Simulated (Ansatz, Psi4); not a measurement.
## C2H5I (iodoethane): from total energies to a heat of formation

C2H5I has 8 atoms, charge 0, and is taken as a singlet. SMILES: `CCI`. The shape is that of a PBE0-D4/def2-TZVP optimisation.

Total energies at HSE06/def2-SVP (core potential) (Psi4 1.11); the atoms run unrestricted:

| species | state | energy (Eh) |
| --- | --- | --- |
| C2H5I | singlet | -376.782331 |
| C | triplet | -37.765072 |
| I | doublet | -297.682485 |
| H | doublet | -0.500491 |

Harmonic wavenumbers at PBE0-D4/def2-TZVP, in cm⁻¹: 258, 258, 525, 748, 978, 997, 1082, 1238, 1258, 1405, 1474, 1476, 1489, 3044, 3110, 3124, 3141, 3183.

Measured heats of formation of the gaseous atoms at 298.15 K, in kJ/mol: C 716.9, I 106.8, H 218.0. Spin-orbit lowering of the atoms at 298 K (mean of the ground term's levels less their thermal mean, from spectra), in kJ/mol: C 0.02, I 30.32. Take 1 Eh = 2625.50 kJ/mol, 1 cm⁻¹ = 0.0119627 kJ/mol, RT = 2.479 kJ/mol.

**Question.** Work out the heat of formation of the gas at 298 K.

**Answer.** 
1. Electronic atomisation energy: 2 × (-37.765072) + (-297.682485) + 5 × (-0.500491) − (-376.782331) = 1.067247 Eh = 2802.1 kJ/mol.
2. Zero-point energy: half the sum of the wavenumbers, 14394 cm⁻¹ = 172.2 kJ/mol.
3. Thermal vibrational enthalpy, Σ hcν̃/(exp(hcν̃/kT) − 1): 3.7 kJ/mol. Translation, rotation and pV of a non-linear molecule: 4 RT = 9.9 kJ/mol.
4. The 8 free atoms carry 5/2 RT each: 49.6 kJ/mol.
5. Spin-orbit coupling lowers the free atoms by 2 × 0.02 + 30.32 = 30.4 kJ/mol.
6. Atomisation enthalpy at 298 K: 2802.1 − 30.4 − 172.2 − 3.7 − 9.9 + 49.6 = 2635.5 kJ/mol.
7. Sum of the atoms' heats of formation: 2630.6 kJ/mol. Heat of formation: 2630.6 − 2635.5 = -4.9 kJ/mol.

The tabulated value is -7.1 kJ/mol (Active Thermochemical Tables), so this level is off by +2.2 kJ/mol, or 0.1 % of the atomisation enthalpy that the table implies (2637.6 kJ/mol). So close a hit in a small basis owes something to errors that cancel. Anharmonicity and any spin-orbit splitting of the molecule are left out.
